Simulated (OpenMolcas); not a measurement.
## Eu V: input and output

Input:

```
&GATEWAY
Coord
1

Eu 0.0 0.0 0.0
Basis=ANO-RCC-VDZP
Group=XYZ
NoMove
AngMom=0.0 0.0 0.0
AMFI
&SEWARD
&RASSCF
FileOrb=start.orb
Symmetry=2
Spin=6
nActEl=5 0 0
Inactive=15 12
Ras2=0 7
CIRoot=21 21 1
SDav=21
CIMx=300
Iter=120 100
PrWF=0.3
OrbListing=Nothing
MaxOrb=0
Atom
>>> COPY $Project.JobIph JOB001
&RASSCF
FileOrb=start.orb
Symmetry=2
Spin=4
nActEl=5 0 0
Inactive=15 12
Ras2=0 7
CIRoot=224 224 1
SDav=224
CIMx=300
Iter=120 100
PrWF=0.3
OrbListing=Nothing
MaxOrb=0
Atom
>>> COPY $Project.JobIph JOB002
&RASSCF
FileOrb=start.orb
Symmetry=2
Spin=2
nActEl=5 0 0
Inactive=15 12
Ras2=0 7
CIRoot=490 490 1
SDav=490
CIMx=300
Iter=120 100
PrWF=0.3
OrbListing=Nothing
MaxOrb=0
Atom
>>> COPY $Project.JobIph JOB003
&RASSI
NrOfJobIphs=3 21 208 385
1 2 3 4 5 6 7 8 9 10 11 12 13 14 15 16 17 18 19 20 21
1 2 3 4 5 6 7 8 9 10 11 12 13 14 15 16 17 18 19 20 21 22 23 24 25 26 27
28 29 30 31 32 33 34 35 36 37 38 39 40 41 42 43 44 45 46 47 48 49 50 51
52 53 54 55 56 57 58 59 60 61 62 63 64 65 66 67 68 69 70 71 72 73 74 75
76 77 78 79 80 81 82 83 84 85 86 87 88 89 90 91 92 93 94 95 96 97 98 99
100 101 102 103 104 105 106 107 108 109 110 111 112 113 114 115 116 117
118 119 120 121 122 123 124 125 126 127 128 129 130 131 132 133 134 135
136 137 138 139 140 141 142 143 144 145 146 147 148 149 150 151 152 153
154 155 156 157 158 159 160 161 162 163 164 165 166 167 168 169 170 171
172 173 174 175 176 177 178 179 180 181 182 183 184 185 186 187 188 189
190 191 192 193 194 195 196 197 198 199 200 201 202 203 204 205 206 207
208
1 2 3 4 5 6 7 8 9 10 11 12 13 14 15 16 17 18 19 20 21 22 23 24 25 26 27
28 29 30 31 32 33 34 35 36 37 38 39 40 41 42 43 44 45 46 47 48 49 50 51
52 53 54 55 56 57 58 59 60 61 62 63 64 65 66 67 68 69 70 71 72 73 74 75
76 77 78 79 80 81 82 83 84 85 86 87 88 89 90 91 92 93 94 95 96 97 98 99
100 101 102 103 104 105 106 107 108 109 110 111 112 113 114 115 116 117
118 119 120 121 122 123 124 125 126 127 128 129 130 131 132 133 134 135
136 137 138 139 140 141 142 143 144 145 146 147 148 149 150 151 152 153
154 155 156 157 158 159 160 161 162 163 164 165 166 167 168 169 170 171
172 173 174 175 176 177 178 179 180 181 182 183 184 185 186 187 188 189
190 191 192 193 194 195 196 197 198 199 200 201 202 203 204 205 206 207
208 209 210 211 212 213 214 215 216 217 218 219 220 221 222 223 224 225
226 227 228 229 230 231 232 233 234 235 236 237 238 239 240 241 242 243
244 245 246 247 248 249 250 251 252 253 254 255 256 257 258 259 260 261
262 263 264 265 266 267 268 269 270 271 272 273 274 275 276 277 278 279
280 281 282 283 284 285 286 287 288 289 290 291 292 293 294 295 296 297
298 299 300 301 302 303 304 305 306 307 308 309 310 311 312 313 314 315
316 317 318 319 320 321 322 323 324 325 326 327 328 329 330 331 332 333
334 335 336 337 338 339 340 341 342 343 344 345 346 347 348 349 350 351
352 353 354 355 356 357 358 359 360 361 362 363 364 365 366 367 368 369
370 371 372 373 374 375 376 377 378 379 380 381 382 383 384 385
IphNames
JOB001
JOB002
JOB003
EJob
SpinOrbit
DIPRint=1.0
SOCoupling=1000.0
Subsets=2
Property=9
'ANGMOM' 1 'ANGMOM' 2 'ANGMOM' 3 'MLTPL  1' 1 'MLTPL  1' 2 'MLTPL  1' 3
'AMFI' 1 'AMFI' 2 'AMFI' 3
SOProperty=3
'ANGMOM' 1 'ANGMOM' 2 'ANGMOM' 3
```

Launched by
```bash
OMP_NUM_THREADS=1 MOLCAS_MEM=3942 MOLCAS_PROJECT=a pymolcas a.inp > a.log  # once for each step of the input, in one work folder
```

A driver script runs the steps one by one and writes start.orb anew before each from the orbitals found so far.

Output, cut to the results:

```
--- SEWARD ---
Basis set label: EU.ANO-RCC...7S6P4D2F1G.

      Electronic valence basis set:
      ------------------
      Associated Effective Charge  63.000000 au
      Associated Actual Charge     63.000000 au
      Nuclear Model: Point charge

      Shell  nPrim  nBasis  Cartesian Spherical Contaminant
         s      25       7        X
         p      22       6        X
         d      15       4                 X
         f      11       2                 X
         g       4       1                 X
                  Relativistic Douglas-Kroll-Hess integrals:
                    - DKH order of Hamiltonian: 2
                    - DKH order of Properties : 0
                  Atomic mean-field integrals
--- RASSCF ---
Wave function specifications:
      -----------------------------

      Number of closed shell electrons          54
      Number of electrons in active shells       5
      Max number of holes in RAS1 space          0
      Max nr of electrons in RAS3 space          0
      Number of inactive orbitals               27
      Number of active orbitals                  7
      Number of secondary orbitals              34
      Spin quantum number                      2.5
      State symmetry                             2
Orbital specifications:
      -----------------------

      Symmetry species                           1   2
                                                ag  au
      Frozen orbitals                            0   0
      Inactive orbitals                         15  12
      Active orbitals                            0   7
      RAS1 orbitals                              0   0
      RAS2 orbitals                              0   7
      RAS3 orbitals                              0   0
      Secondary orbitals                        21  13
      Deleted orbitals                           0   0
      Number of basis functions                 36  32
      Number of CSFs                            21
      Number of root(s) required                21
      Iter CI   SX   CI       RASSCF       Energy    max ROT     max BLB   max BLB  Level Ln srch  Step   QN
          iter iter root      energy       change     param      element    value   shift minimum  type update
 Nr of preliminary CI iterations:   1
      Total energies have been shifted. Add               -10000.00 au
        1   1    7    0  -831.35080914    0.00E+00  -1.42E-01*  11  24 2 -5.99E-01*  0.00   0.00    SX    NO
        2   1    6    0  -831.91938166   -5.69E-01* -6.21E-02    7  23 2 -1.74E-01*  0.00   0.00    SX    NO
        3   1    6    0  -831.94843902   -2.91E-02* -3.90E-02    7  23 2  6.89E-02*  0.00   0.00    SX    NO
        4   1    6    0  -831.95670972   -8.27E-03*  2.49E-02   10  23 2  4.42E-02*  0.00   0.00    SX    NO
        5   1    6    0  -831.95955018   -2.84E-03* -9.35E-03   11  24 2 -2.79E-02*  0.00   0.60    QN   YES
        6   1    5    0  -831.96177172   -2.22E-03*  7.49E-04    7  23 2  1.68E-03*  0.00   1.07    QN   YES
        7   1    4    0  -831.96178165   -9.93E-06* -5.29E-06   10  23 2  3.93E-05   0.00   0.99    QN   YES
        8   1    3    0  -831.96178165   -1.44E-09  -3.84E-07   10  23 2  2.18E-06   0.00   1.03    QN   YES
      Convergence after  8 iterations
        9   1    3    0  -831.96178165    3.64E-12  -3.84E-07   10  23 1  9.64E-08   0.00   1.03    QN   YES
      Natural orbitals and occupation numbers for root  1
      sym 2:   1.000000   0.461701   0.461701   0.541498   0.541498   0.996801   0.996801
      Natural orbitals and occupation numbers for root  2
      sym 2:   0.893171   1.000000   0.341624   0.341624   0.893171   0.765205   0.765205
      Natural orbitals and occupation numbers for root  3
      sym 2:   0.934532   0.360922   0.934532   0.360922   1.000000   0.704547   0.704547
::    RASSCF root number  1 Total energy: -10831.99516390
::    RASSCF root number  2 Total energy: -10831.99516390
::    RASSCF root number  3 Total energy: -10831.99516390
::    RASSCF root number  4 Total energy: -10831.99516390
::    RASSCF root number  5 Total energy: -10831.99516390
::    RASSCF root number  6 Total energy: -10831.99516390
::    RASSCF root number  7 Total energy: -10831.99516390
::    RASSCF root number  8 Total energy: -10831.99516390
::    RASSCF root number  9 Total energy: -10831.99516390
::    RASSCF root number 10 Total energy: -10831.99516390
::    RASSCF root number 11 Total energy: -10831.99516390
...
--- RASSI ---
SPIN-FREE ENERGIES:
  (Shifted by EMIN (a.u.) =     -10831.9951638989)

 SF State       Relative EMIN(au)   Rel lowest level(eV)    D:o, cm**(-1)      L_eff

     1             0.0000000000        0.0000000000              0.0000         5.0
     2             0.0000000000        0.0000000000              0.0000         5.0
     3             0.0000000000        0.0000000000              0.0000         5.0
     4             0.0000000000        0.0000000000              0.0000         5.0
     5             0.0000000000        0.0000000000              0.0000         5.0
     6             0.0000000000        0.0000000000              0.0000         5.0
     7             0.0000000000        0.0000000000              0.0000         5.0
     8             0.0000000000        0.0000000000              0.0000         5.0
     9             0.0000000000        0.0000000000              0.0000         5.0
    10             0.0000000000        0.0000000000              0.0000         5.0
    11             0.0000000000        0.0000000000              0.0000         5.0
    12             0.0333822494        0.9083772818           7326.5569         3.0
    13             0.0333822494        0.9083772818           7326.5569         3.0
    14             0.0333822494        0.9083772818           7326.5569         3.0
    15             0.0333822494        0.9083772818           7326.5569         3.0
    16             0.0333822494        0.9083772818           7326.5569         3.0
    17             0.0333822494        0.9083772818           7326.5569         3.0
    18             0.0333822494        0.9083772818           7326.5569         3.0
    22             0.1119152754        3.0453697848          24562.5638         6.0
    23             0.1119152754        3.0453697848          24562.5638         6.0
    24             0.1119152754        3.0453697848          24562.5638         6.0
...
```

Levels above the lowest, from the spin-orbit matrix, grouped by J:

| Configuration | Term | J | E (cm-1) | g | Term weight % | Second |
| --- | --- | --- | --- | --- | --- | --- |
| 4f5 | 6H* | 5/2 | 0.0 | 0.296 | 96 | 3 4G*(1) |
| 4f5 | 6H* | 7/2 | 1364 | 0.829 | 97 | 2 4G*(1) |
| 4f5 | 6H* | 9/2 | 2967 | 1.071 | 98 |  |
| 4f5 | 6H* | 11/2 | 4739 | 1.201 | 98 |  |
| 4f5 | 6H* | 13/2 | 6625 | 1.279 | 97 | 2 4I*(1) |
| 4f5 | 6H* | 15/2 | 8576 | 1.328 | 96 | 4 4I*(1) |
| 4f5 | 6F* | 1/2 | 9136 | -0.651 | 97 | 3 4D*(1) |
| 4f5 | 6F* | 3/2 | 9447 | 1.057 | 96 | 2 4D*(1) |
| 4f5 | 6F* | 5/2 | 10093 | 1.304 | 94 | 3 4F*(1) |
| 4f5 | 6F* | 7/2 | 11229 | 1.390 | 95 | 4 4F*(1) |
| 4f5 | 6F* | 9/2 | 12798 | 1.430 | 96 | 2 4F*(1) |
| 4f5 | 6F* | 11/2 | 14672 | 1.451 | 98 | 2 4G*(2) |
| 4f5 | 4G*(1) | 5/2 | 23971 | 0.791 | 48 | 37 4F*(1) |
| 4f5 | 4F*(1) | 3/2 | 24645 | 0.423 | 96 | 2 6F* |
| 4f5 | 4M* | 15/2 | 26189 | 0.859 | 80 | 8 2L*(1) |
| 4f5 | 4G*(1) | 7/2 | 26630 | 1.079 | 58 | 33 4F*(1) |
| 4f5 | 4I*(1) | 9/2 | 26996 | 0.736 | 95 | 3 2H*(1) |
| 4f5 | 4I*(1) | 11/2 | 27647 | 0.922 | 73 | 24 4K*(1) |
| 4f5 | 4I*(1) | 13/2 | 28368 | 1.030 | 55 | 28 4K*(1) |
| 4f5 | 4M* | 17/2 | 28444 | 0.979 | 89 | 7 4L* |
| 4f5 | 4F*(1) | 5/2 | 29392 | 0.845 | 53 | 40 4G*(1) |
| 4f5 | 4I*(1) | 15/2 | 29924 | 1.126 | 56 | 19 4K*(1) |
| 4f5 | 4G*(1) | 9/2 | 30127 | 1.199 | 72 | 22 4F*(1) |
| 4f5 | 4M* | 19/2 | 30442 | 1.071 | 93 | 5 4L* |

High states are left out of the spin-orbit mixing, which shifts the levels that they would mix with. Without dynamic correlation excited terms often stand tens of per cent too high (terms of higher spin than the ground term too low), and those without a measured partner can miss by more than the paired ones. The basis is small and was not contracted for so high a charge. Only configurations of the active space appear. The first state left out of the spin-orbit step lies near 98000 cm-1 above the lowest spin-free state of the reference (among the parities and spins computed), and the list stops at four fifths of that energy or lower. The table shows the lowest 24 of 125 levels.

The term weight is that of the spin-free term in the level, not the purity of its configuration. A number in round brackets counts repeated terms of one configuration in the order of the reference energies. * marks odd parity.
